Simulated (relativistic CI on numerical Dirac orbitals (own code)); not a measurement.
# Electric-dipole lines of Sc

These numbers are calculated, not measured: Dirac-Coulomb-Breit CI, orbitals from a KLI potential per configuration, model QED, valence Slater integrals scaled by 0.85, P86 correlation estimate, and configurations built on the next ion tied to the tabulated ionisation energy (semi-empirical) (own radial code, finite nucleus).

CI space (outside the closed core [Ar]): 3d 4s2, 3d2 4s, 3d 4s 4p, 4s2 4p, 3d2 4p, 3d 4s 4d, 3d 4s 5s, 3d 4s 5p, 3d 4s 5d, 3d 4s 6s, 3d 4s 4f, 3d 4s 5f, 3d3, 3d 4p2, 4s2 5p, 4s2 6s, 4s2 5d, 3d2 4d, 4s2 6p, 4s 4p2, 4s2 5g, 3d2 4f, 4s2 5f, 4s2 6d. Levels of other configurations are missing.

| λ vac (Å) | Lower | Upper | A (s⁻¹) | log gf | S velocity/length |
| --- | --- | --- | --- | --- | --- |
| 3802.8 | 3d 4s2 2D_3/2 [1] | 3d 4s 4p 2F°_5/2 [39] | 1.93e+08 | 0.40 | 0.86 |
| 3807.1 | 3d 4s2 2D_5/2 [2] | 3d 4s 4p 2F°_7/2 [40] | 2.07e+08 | 0.56 | 0.86 |
| 3824.2 | 3d 4s2 2D_5/2 [2] | 3d 4s 4p 2F°_5/2 [39] | 1.52e+07 | -0.70 | 0.86 |
| 3959.9 | 3d 4s2 2D_3/2 [1] | 3d 4s 4p 2D°_5/2 [38] | 1.56e+07 | -0.66 | 0.79 |
| 3980.3 | 3d 4s2 2D_3/2 [1] | 3d 4s 4p 2D°_3/2 [37] | 1.87e+08 | 0.25 | 0.78 |
| 3983.1 | 3d 4s2 2D_5/2 [2] | 3d 4s 4p 2D°_5/2 [38] | 1.89e+08 | 0.43 | 0.79 |
| 4003.7 | 3d 4s2 2D_5/2 [2] | 3d 4s 4p 2D°_3/2 [37] | 1.83e+07 | -0.75 | 0.79 |
| 4790.6 | 3d 4s2 2D_3/2 [1] | 3d 4s 4p 2F°_5/2 [29] | 1.46e+06 | -1.52 | 0.69 |
| 4815.2 | 3d 4s2 2D_5/2 [2] | 3d 4s 4p 2F°_7/2 [30] | 1.36e+06 | -1.42 | 0.68 |
| 4824.6 | 3d 4s2 2D_5/2 [2] | 3d 4s 4p 2F°_5/2 [29] | 2.00e+05 | -2.38 | 0.71 |
| 6325.0 | 3d 4s2 2D_3/2 [1] | 3d 4s 4p 2D°_3/2 [16] | 3.92e+06 | -1.03 | 0.93 |
| 6330.7 | 3d 4s2 2D_3/2 [1] | 3d 4s 4p 2D°_5/2 [15] | 3.13e+05 | -1.95 | 0.93 |
| 6384.4 | 3d 4s2 2D_5/2 [2] | 3d 4s 4p 2D°_3/2 [16] | 3.87e+05 | -2.02 | 0.98 |
| 6390.2 | 3d 4s2 2D_5/2 [2] | 3d 4s 4p 2D°_5/2 [15] | 3.86e+06 | -0.85 | 0.94 |

Terms are leading LS components. Brackets give the number of a level in order of energy, since labels repeat. The list gives strong lines, with weight on those to low levels, without configurations that were not tied to measured data, among the lowest 300 of 489 levels, so that lines to higher ones, which can be the strongest, are missing, and without lines across small gaps between configurations, and without 93 lines that miss the measured interval by over 3.5 %, start from a term whose rates miss tabulated ones by over 60 %, have gauges far apart or, lacking measured levels, span too small a gap for the errors found; lines with a level outside our table were not tested and can miss by more. Levels whose partners in the same complex of configurations lie outside the list can be far off, and so can their lines. Rates are taken at the computed energies, electric ones in the length gauge. A velocity-to-length ratio far from 1 marks an uncertain rate.

Configurations that consist of the next ion and one excited electron were tied to the tabulated ionisation energy; Rydberg ones are usually within 1,000 to 3,000 cm⁻¹ and the lowest ones within about 6,000 (9,000 in d shells), while levels on excited terms of the next ion carry the error of that term, and the other configurations can be misplaced by 10,000 cm⁻¹ or more. Rates follow the energies as ν³ (E1, M1) or ν⁵ (E2), so rates, branching and lifetimes can be off by large factors. The fine structure of a lone outer electron comes out too small, for d and f at times inverted, and misplaced configurations move strength between like terms. 31 of the 36 excited levels that our extract of the measured tables holds in this range could be paired (the sources list more); they are missed by 1241 cm⁻¹ on average and 5706 at most, and levels without a partner can miss by more.

LS names give the leading component of a level, which can be under half, so a name can repeat, a term be missing and a line seem to break the LS rules.
